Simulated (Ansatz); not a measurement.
A nudged elastic band was laid between two geometries of CH10BClSi3 (16 atoms, charge 0, multiplicity 1).

Level of theory: Ansatz, RKS PBE-D4/STO-3G.

- movable images: 5
- climbing image: yes
- spring: 5.0 eV/Å²
- optimiser: quadratic models (default)
- start path: through a guess of the saddle point
- force threshold: 0.05 eV/Å
- iteration limit: 36
- end points: relaxed

First end point:

```xyz
16
Properties=species:S:1:pos:R:3
B 1.064 -2.297 -0.245
Si 1.590 -0.721 0.760
Si 0.018 0.855 0.256
C 0.063 1.274 -1.586
Si -2.081 0.302 0.916
Cl 0.565 2.655 1.269
H 1.448 -2.484 -1.346
H 0.278 -3.065 0.187
H 1.560 -0.919 2.203
H 2.892 -0.187 0.384
H -0.232 0.396 -2.187
H 1.075 1.577 -1.904
H -0.628 2.099 -1.825
H -2.481 -0.919 0.230
H -3.029 1.353 0.583
H -2.125 0.058 2.349
```

Last end point:

```xyz
16
Properties=species:S:1:pos:R:3
B 1.782 -2.133 -0.190
Si 1.572 -0.511 0.718
Si -0.097 0.973 0.228
C -0.045 1.452 -1.596
Si -2.161 0.247 0.840
Cl 0.337 2.749 1.330
H 1.374 -2.220 -1.284
H 0.736 -2.086 0.640
H 1.868 -0.444 2.155
H 2.540 -2.920 0.231
H -0.186 0.556 -2.225
H 0.924 1.906 -1.865
H -0.840 2.175 -1.844
H -2.439 -1.009 0.159
H -3.176 1.222 0.471
H -2.211 0.020 2.276
```

What changes between the two ends?

Bonds broken: Si2–H10. Bonds formed: B1–H10.

Give the energies along the band, and the barrier.

The run converged. The highest image is number 4 of 0 to 6, 16.2 kcal/mol above the first end and 5.4 kcal/mol above the last; the last end lies 10.7 kcal/mol above the first. A vibrational analysis at the climbing image gives one clearly imaginary mode, 181i cm⁻¹: a first-order saddle point. The orbitals stay closed-shell, which can raise the energy where a bond breaks towards radicals; this wasn't checked here. Limits of this set-up: minimal basis.

```json
{"image": "0", "path coordinate (Å)": "0.00", "energy (kcal/mol)": "0.0", "Si2–H10 (Å)": "1.46", "B1–H10 (Å)": "2.86"}
{"image": "1", "path coordinate (Å)": "1.09", "energy (kcal/mol)": "0.9", "Si2–H10 (Å)": "1.46", "B1–H10 (Å)": "2.77"}
{"image": "2", "path coordinate (Å)": "2.19", "energy (kcal/mol)": "6.1", "Si2–H10 (Å)": "1.48", "B1–H10 (Å)": "2.32"}
{"image": "3", "path coordinate (Å)": "3.28", "energy (kcal/mol)": "12.7", "Si2–H10 (Å)": "1.94", "B1–H10 (Å)": "1.28"}
{"image": "4", "path coordinate (Å)": "4.37", "energy (kcal/mol)": "16.2", "Si2–H10 (Å)": "2.46", "B1–H10 (Å)": "1.19"}
{"image": "5", "path coordinate (Å)": "5.36", "energy (kcal/mol)": "13.3", "Si2–H10 (Å)": "2.62", "B1–H10 (Å)": "1.17"}
{"image": "6", "path coordinate (Å)": "6.35", "energy (kcal/mol)": "10.7", "Si2–H10 (Å)": "2.64", "B1–H10 (Å)": "1.17"}
```

What is the geometry of the highest image?


```xyz
16
Properties=species:S:1:pos:R:3:forces:R:3
B 1.711 -2.277 -0.168 0.00 -0.01 0.00
Si 1.274 -0.715 0.817 0.00 0.01 -0.01
Si -0.167 0.979 0.294 0.00 0.00 0.00
C -0.014 1.413 -1.538 0.00 0.00 0.00
Si -2.313 0.465 0.842 0.00 0.00 0.00
Cl 0.403 2.720 1.390 0.00 0.00 0.00
H 1.154 -2.336 -1.196 -0.01 -0.01 0.00
H 1.478 -3.166 0.592 0.00 0.00 -0.01
H 1.825 -0.416 2.153 0.01 0.00 0.00
H 2.901 -2.220 -0.248 0.00 0.01 0.01
H -0.208 0.516 -2.153 0.00 0.00 0.00
H 0.997 1.780 -1.782 0.00 0.00 0.00
H -0.738 2.193 -1.825 0.00 0.00 0.00
H -2.704 -0.746 0.137 0.00 0.00 0.00
H -3.198 1.553 0.456 0.00 0.00 0.00
H -2.424 0.233 2.273 0.00 0.00 0.00
```

What are the harmonic wavenumbers there?

181i, 34, 63, 88, 103, 130, 137, 173, 186, 208, 327, 404, 523, 572, 606, 621, 659, 678, 801, 817, 919, 943, 971, 989, 1071, 1076, 1168, 1297, 1327, 1464, 1636, 1645, 2526, 2586, 2645, 2649, 2724, 2802, 2992, 3253, 3419, 3428 cm⁻¹.

The band took 15 iterations and about 6 core-minutes.

Time of the run: 5.9 min on 1 thread of AMD EPYC 7R43 64-Core Processor (Zen 3), on a shared host, peak memory 0.14 GiB.
